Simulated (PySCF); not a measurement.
Isomers of C4H9ClSSi, mass 151.988 u with the commonest isotopes. Theory: B3LYP/def2-SVPD in PySCF (dipole) on a GFN2-xTB geometry, gas phase. One conformer each, none proved a minimum here; rigid rotors.

Task: Order these by out-of-plane moment Σ m c² = (Ia + Ib − Ic)/2, largest first.
A. `[CH3:1][S:2][Si:3]1([Cl:4])[CH2:5][CH2:6][CH2:7]1` with C1–S2–Si3–Cl4 37°
B. `[Cl:1][SiH:2]1[CH2:3][CH2:4][S:5][CH2:6][CH2:7]1` with Cl1–Si2–C3–C4 74°, Si2–C3–C4–S5 62°, C3–C4–S5–C6 -71°, C4–S5–C6–C7 71°
C. `[CH3:1]/[CH:2]=[C:3](\[Cl:4])[S:5][CH2:6][SiH3:7]` with C2–C3–S5–C6 140°, C3–S5–C6–Si7 -177°
D. `[CH3:1]/[CH:2]=[C:3](/[Cl:4])[S:5][CH2:6][SiH3:7]` with C2–C3–S5–C6 170°, C3–S5–C6–Si7 -59°
E. `[CH2:1]=[CH:2][CH2:3][CH2:4][S:5][SiH2:6][Cl:7]` with C1–C2–C3–C4 122°, C2–C3–C4–S5 176°, C3–C4–S5–Si6 71°, C4–S5–Si6–Cl7 37°
F. `[CH3:1][C@@H:2]1[CH2:3][S:4][Si@@H:5]([Cl:6])[CH2:7]1` with C1–C2–C3–S4 -71°, C2–C3–S4–Si5 -31°, C3–S4–Si5–Cl6 -113°, S4–Si5–C7–C2 21°
G. `[CH3:1][S:2][C@H:3]1[CH2:4][Si@H:5]([Cl:6])[CH2:7]1` with C1–S2–C3–C4 -58°

Result: B (68.35 u·Å²), A (58.96 u·Å²), D (53.73 u·Å²), F (50.22 u·Å²), G (48.77 u·Å²), E (39.96 u·Å²), C (21.31 u·Å²).

Task: Order these by rotational constant A, largest first.
A. `[CH2:1]=[CH:2][CH2:3][CH2:4][S:5][SiH2:6][Cl:7]` with C1–C2–C3–C4 122°, C2–C3–C4–S5 176°, C3–C4–S5–Si6 71°, C4–S5–Si6–Cl7 37°
B. `[Cl:1][SiH:2]1[CH2:3][CH2:4][S:5][CH2:6][CH2:7]1` with Cl1–Si2–C3–C4 74°, Si2–C3–C4–S5 62°, C3–C4–S5–C6 -71°, C4–S5–C6–C7 71°
C. `[CH3:1][S:2][C@H:3]1[CH2:4][Si@H:5]([Cl:6])[CH2:7]1` with C1–S2–C3–C4 -58°
D. `[CH3:1]/[CH:2]=[C:3](\[Cl:4])[S:5][CH2:6][SiH3:7]` with C2–C3–S5–C6 140°, C3–S5–C6–Si7 -177°
E. `[CH3:1][C@@H:2]1[CH2:3][S:4][Si@@H:5]([Cl:6])[CH2:7]1` with C1–C2–C3–S4 -71°, C2–C3–S4–Si5 -31°, C3–S4–Si5–Cl6 -113°, S4–Si5–C7–C2 21°
F. `[CH3:1]/[CH:2]=[C:3](/[Cl:4])[S:5][CH2:6][SiH3:7]` with C2–C3–S5–C6 170°, C3–S5–C6–Si7 -59°

Result: C (4123 MHz), D (3265 MHz), E (2628 MHz), B (2489 MHz), F (2138 MHz), A (1883 MHz).

Task: Order these by dipole moment, smallest first.
A. `[CH2:1]=[CH:2][CH2:3][CH2:4][S:5][SiH2:6][Cl:7]` with C1–C2–C3–C4 122°, C2–C3–C4–S5 176°, C3–C4–S5–Si6 71°, C4–S5–Si6–Cl7 37°
B. `[Cl:1][SiH:2]1[CH2:3][CH2:4][S:5][CH2:6][CH2:7]1` with Cl1–Si2–C3–C4 74°, Si2–C3–C4–S5 62°, C3–C4–S5–C6 -71°, C4–S5–C6–C7 71°
C. `[CH3:1]/[CH:2]=[C:3](/[Cl:4])[S:5][CH2:6][SiH3:7]` with C2–C3–S5–C6 170°, C3–S5–C6–Si7 -59°
D. `[CH3:1][C@@H:2]1[CH2:3][S:4][Si@@H:5]([Cl:6])[CH2:7]1` with C1–C2–C3–S4 -71°, C2–C3–S4–Si5 -31°, C3–S4–Si5–Cl6 -113°, S4–Si5–C7–C2 21°
E. `[CH3:1]/[CH:2]=[C:3](\[Cl:4])[S:5][CH2:6][SiH3:7]` with C2–C3–S5–C6 140°, C3–S5–C6–Si7 -177°

Result: C (0.38 D), B (0.69 D), A (0.99 D), E (1.12 D), D (2.81 D).

```tsv
SMILES	point group	Ia (u·Å²)	Ib (u·Å²)	Ic (u·Å²)	κ	μa (D)	μb (D)	μc (D)
C[C@@H]1CS[Si@@H](Cl)C1	C1	192.28	494.71	586.56	-0.82	2.06	1.80	0.61
C/C=C(/Cl)SC[SiH3]	C1	236.36	497.47	626.38	-0.69	0.23	0.30	0.02
Cl[SiH]1CCSCC1	Cs	203.04	492.19	558.54	-0.85	0.25	0.01	0.64
C=CCCS[SiH2]Cl	C1	268.35	583.53	771.95	-0.66	0.89	0.13	0.42
CS[C@H]1C[Si@H](Cl)C1	Cs	122.57	724.20	749.22	-0.99	0.14	0.89	0.00
CS[Si]1(Cl)CCC1	C1	263.18	432.49	577.75	-0.44	0.20	0.16	0.88
C/C=C(\Cl)SC[SiH3]	C1	154.78	759.47	871.63	-0.94	0.30	0.27	1.05
```
